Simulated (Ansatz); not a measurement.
C3H5FSn, SMILES `C#[C][SnH]([CH3])[F]`, 10 atoms. Charge 0, multiplicity 1. Correlated methods include outer-core shells of Sn, which these sets cover unevenly. Sn takes the def2 core potential. All runs use 4 threads of a server CPU on a shared host. Correlated methods freeze the cores.

**Question.** Give the basis size and wall time and peak host memory of each of these runs in Ansatz. RKS revPBE-D4/def2-TZVPP energy; RHF-CCSD(T)/def2-TZVPP energy; RKS PBE0-D4/def2-SVP energy; RHF-MP2/def2-QZVPP energy; RHF-CCSD(T)/def2-SVP energy; RKS ωB97M-V/def2-QZVPP energy; RKS ωB97M-V/def2-SVP energy; RKS PBE0-D4/def2-TZVP relaxation (6 steps); RKS PBE-D4/def2-TZVPP energy and forces; direct RPA on PBE orbitals/def2-TZVPP energy; RKS PBE0-D4/def2-TZVP frequencies; RKS PBE0-D4/def2-QZVPP energy. (Estimate.)

**Answer.** Ansatz gave: Other jobs shared the machine, so times are rough.

| level | job | functions | wall time | peak host memory (GiB) |
| --- | --- | --- | --- | --- |
| RKS PBE0-D4/def2-SVP | energy | 107 | 0.85 s | 0.26 |
| RKS revPBE-D4/def2-TZVPP | energy | 244 | 1.6 s | 0.31 |
| RKS PBE-D4/def2-TZVPP | energy and forces | 244 | 2 s | 0.31 |
| RKS ωB97M-V/def2-SVP | energy | 107 | 2.8 s | 0.36 |
| direct RPA on PBE orbitals/def2-TZVPP | energy | 244 | 4.5 s | 0.63 |
| RHF-CCSD(T)/def2-SVP | energy | 107 | 6.5 s | 0.6 |
| RKS PBE0-D4/def2-QZVPP | energy | 460 | 6.5 s | 1.5 |
| RKS ωB97M-V/def2-QZVPP | energy | 460 | 14 s | 1.8 |
| RHF-MP2/def2-QZVPP | energy | 460 | 16 s | 2.5 |
| RKS PBE0-D4/def2-TZVP | relaxation (6 steps) | 204 | 20 s | 0.57 |
| RKS PBE0-D4/def2-TZVP | frequencies | 204 | 2.1 min | 0.57 |
| RHF-CCSD(T)/def2-TZVPP | energy | 244 | 2.7 min | 5.6 |
